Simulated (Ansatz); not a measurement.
Reaction (redistribution): `[CH3][Al]([NH2])[SiH2][SiH3]` + `[NH2][GeH2][OH]` → `[OH][GeH2][SiH2][SiH3]` + `[CH3][Al]([NH2])[NH2]`

Gas-phase electronic energies from Ansatz, PBE0-D4/def2-TZVP geometries. CCSD(T)/CBS adds triple-zeta CCSD(T) − MP2 to the extrapolated MP2 energy (def2 sets, frozen cores). DFT in def2-TZVPP. For Ge outer-core shells are correlated without core-valence functions, which leaves a few kJ/mol of doubt a bond. Scalar relativity is left out up to krypton. One conformer a species, not always the lowest.

| level | ΔE (kcal/mol) |
| --- | --- |
| PBE0-D4 | -17.1 |
| B2PLYP | -18.5 |
| PBE0 | -16.9 |
| MP2/def2-TZVPP | -18.0 |
| SCS-MP2/def2-TZVPP | -17.8 |
| MP2/def2-QZVPP | -18.7 |
| MP2/CBS(def2) | -19.1 |
| CCSD/CBS(def2) | -18.5 |

What does CCSD(T)/CBS give? (Best estimate.)

The calculation gave: -18.2 kcal/mol. The listed levels differ from it by 1.1, -0.3, 1.3, 0.2, 0.4, -0.5, -0.9, -0.3 kcal/mol.

Largest T1 diagnostic among the species: 0.013.
